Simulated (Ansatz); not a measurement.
Cost and result for the atomization energy of `C[SiH2]C(Cl)Cl` (11 atoms, 10 bonds).

Z-matrix (Å, degrees):
```
C
Si 1 1.859
H 1 1.092 2 110.6
H 1 1.092 2 110.6 3 -120.2
H 1 1.092 2 110.4 3 119.9
C 2 1.903 1 109.9 3 60.1
H 2 1.487 1 112.2 3 -58.2
H 2 1.487 1 112.2 3 178.3
Cl 6 1.778 2 109.8 1 61.3
Cl 6 1.778 2 109.8 1 -61.3
H 6 1.088 2 113.3 1 -180.0
```

Total charge 0; spin multiplicity 1. All single points use the PBE0-D4/def2-TZVP geometry. It is one conformer, not always the lowest. Program: Ansatz. All runs use 4 threads of an Arm Neoverse V1 on a shared host. Times are those of one run each, without the atoms' runs, and a repeat can differ threefold. Electronic energies, without spin–orbit coupling; frozen cores. CCSD(T)/CBS adds CCSD(T) − MP2 in def2-TZVPP to the MP2 limit, and its time is that of the two runs behind it. T1 = 0.010. B3LYP takes the VWN-RPA correlation (the form of Gaussian; ORCA's B3LYP/G).

CCSD(T)/CBS is a level of theory with its own doubt, some kJ/mol a heavy atom from the limit and from the frozen cores, so smaller differences don't rank the functionals.

```
                             level  functions  wall time
   PBE-D4/def2-TZVPP (with forces)        272      3.1 s
                PBE0-D4/def2-TZVPP        272      4.2 s
r2SCAN-D4/def2-TZVPP (with forces)        272        6 s
 B3LYP-D4/def2-TZVPP (with forces)        272        7 s
                 B2PLYP/def2-TZVPP        272      7.5 s
                ωB97X-V/def2-TZVPP        272       11 s
  ωB97M-V/def2-TZVPP (with forces)        272       15 s
                    MP2/def2-QZVPP        504       26 s
                CCSD(T)/def2-TZVPP        272    3.2 min
                 CCSD(T)/CBS(def2)          –    3.6 min
```

Task: What atomization energy does each give, and how far from CCSD(T)/CBS? (An estimate is asked.)

Result: The calculation gave: 
| level | atomization (kcal/mol) | difference from CCSD(T)/CBS | per bond |
| --- | --- | --- | --- |
| PBE-D4/def2-TZVPP (with forces) | 898.5 | 12.8 | 1.3 |
| PBE0-D4/def2-TZVPP | 888.3 | 2.6 | 0.3 |
| r2SCAN-D4/def2-TZVPP (with forces) | 888.5 | 2.8 | 0.3 |
| B3LYP-D4/def2-TZVPP (with forces) | 881.5 | -4.2 | -0.4 |
| B2PLYP/def2-TZVPP | 871.3 | -14.4 | -1.4 |
| ωB97X-V/def2-TZVPP | 889.0 | 3.3 | 0.3 |
| ωB97M-V/def2-TZVPP (with forces) | 889.2 | 3.5 | 0.3 |
| MP2/def2-QZVPP | 888.0 | 2.3 | 0.2 |
| CCSD(T)/def2-TZVPP | 861.9 | -23.8 | -2.4 |
| CCSD(T)/CBS(def2) | 885.7 | 0.0 | 0.0 |

From PBE to PBE0 (25 % exact exchange), in def2-TZVPP and without D4, the atomization energy moves by −9.2 kcal/mol: exact exchange takes away binding that semilocal exchange gives to molecules. The D4 term adds +11.5 kcal/mol with B3LYP and +6.0 kcal/mol with PBE0; it sums over pairs of atoms, weighted by their polarisabilities, and B3LYP, whose exchange is more repulsive, gets the larger term. In def2-TZVPP, CCSD(T) changes the Hartree–Fock value by +208.2 kcal/mol (the triples alone add +13.4 kcal/mol) and MP2 by +220.3 kcal/mol; breaking electron pairs costs correlation energy, which Hartree–Fock lacks.
